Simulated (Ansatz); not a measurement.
A nudged elastic band was laid between two geometries of CH4 + Cl3HSi (10 atoms, charge 0, multiplicity 1).

Theory: Ansatz 0.2.0, RKS PBE-D4/def2-SVP.

```json
{
  "movable images": "7",
  "climbing image": "yes",
  "spring": "5.0 eV/Å²",
  "optimiser": "quadratic models (default)",
  "start path": "through a guess of the saddle point",
  "force threshold": "0.03 eV/Å",
  "iteration limit": "60",
  "end points": "relaxed"
}
```

First end point:

```xyz
10
Properties=species:S:1:pos:R:3
Si -1.296 1.301 0.401
H -1.625 -0.070 0.879
Cl -1.095 1.297 -1.650
Cl -2.810 2.596 0.928
Cl 0.466 1.938 1.260
H 0.271 -1.589 -0.802
C 1.272 -1.414 -0.363
H 1.730 -0.532 -0.848
H 1.908 -2.303 -0.530
H 1.178 -1.225 0.723
```

Last end point:

```xyz
10
Properties=species:S:1:pos:R:3
Si -0.008 1.074 0.267
H -1.911 -1.481 -1.243
Cl -0.864 1.300 -1.608
Cl -1.524 0.806 1.647
Cl 1.000 2.825 0.720
H -2.047 -2.154 -0.895
C 1.160 -0.372 0.277
H 1.963 -0.214 -0.470
H 0.611 -1.301 0.026
H 1.618 -0.483 1.280
```

What changes between the two ends?

Bonds broken: Si1–H2, H6–C7. Bonds formed: Si1–C7, H2–H6. CH4 + Cl3HSi becomes CH3Cl3Si + H2.

What energy profile does the band end with?

The forces met the threshold. The highest image is number 4 of 0 to 8, 2.91 eV above the first end and 2.80 eV above the last; the last end lies 0.10 eV above the first. Neighbouring images differ by up to 2.4 eV, so the band resolves the path poorly. A vibrational analysis at the climbing image gives one clearly imaginary mode, 1279i cm⁻¹: a first-order saddle point. The orbitals stay closed-shell, which can raise the energy where a bond breaks towards radicals; this wasn't checked here.

```csv
image,path coordinate (Å),energy (eV),Si1–H2 (Å),H6–C7 (Å),Si1–C7 (Å)
0,0.00,0.00,1.49,1.11,3.81
1,1.29,0.03,1.49,1.11,3.96
2,2.57,0.08,1.49,1.10,3.75
3,3.85,0.91,1.49,1.10,3.03
4,5.14,2.91,1.65,1.36,2.15
5,6.45,0.52,2.58,2.33,1.89
6,7.77,0.11,3.34,3.47,1.86
7,9.09,0.11,3.87,4.63,1.86
8,10.41,0.10,3.53,3.85,1.86
```

What is the geometry of the highest image?


```xyz
10
Properties=species:S:1:pos:R:3:forces:R:3
Si -0.601 0.728 -0.022 0.00 0.00 0.00
H -1.511 -0.549 -0.540 0.00 0.00 0.00
Cl -0.923 1.582 -1.895 0.00 0.00 0.00
Cl -1.910 0.871 1.593 0.00 0.00 0.00
Cl 0.863 2.104 0.673 0.00 0.00 0.00
H -0.421 -0.870 -0.296 0.00 0.00 0.00
C 0.889 -0.824 0.083 0.00 0.00 0.00
H 1.660 -0.391 -0.579 0.00 0.00 0.00
H 0.783 -1.908 -0.167 0.00 0.00 0.00
H 1.171 -0.744 1.149 0.00 0.00 0.00
```

The run took 8.4 min on 2 threads of Arm Neoverse V1 (shared host), peak memory 0.16 GiB.
